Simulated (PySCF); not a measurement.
C2H8BP (SMILES CB(C)P), singlet, at a GFN2-xTB geometry. Base run: CCSD(T)/def2-SVP (PySCF).

Here is a job for PySCF.
```python
from pyscf import gto, scf, cc

mol = gto.Mole()
mol.atom = '''
    B     0.22957163   -0.29821455    0.21153081
    C     1.61918442   -0.79650464   -0.34017557
    H     1.81096487   -1.84323171   -0.11103093
    H     2.41071647   -0.22954066    0.15328198
    H     1.75461904   -0.65246211   -1.41089001
    C    -0.30452865   -0.81964118    1.60068439
    H    -0.91198446   -1.71133455    1.43497408
    H    -0.94671632   -0.10290097    2.11108434
    H     0.48957583   -1.11381762    2.28443149
    P    -0.73057203    1.04788340   -0.70915548
    H    -2.01457503    0.60063626   -0.45927678
    H    -0.66981288    0.52234797   -1.98594911
'''
mol.basis = 'def2-svp'
mol.verbose = 4
mol.max_memory = 1800
mol.build()

mf = scf.RHF(mol)
mf.kernel()

mycc = cc.CCSD(mf, frozen=8)
mycc.kernel()
et = mycc.ccsd_t()
print('E(CCSD(T)) = %.10f' % (mycc.e_tot + et))
```

### Question
The base was run again with changes. Order these runs by total energy, lowest first: method = mp2 | method = cisd | method = ccsd.

### Answer
method = ccsd (ΔE vs base (mEh) 16.606), method = mp2 (ΔE vs base (mEh) 79.591), method = cisd (ΔE vs base (mEh) 100.5)
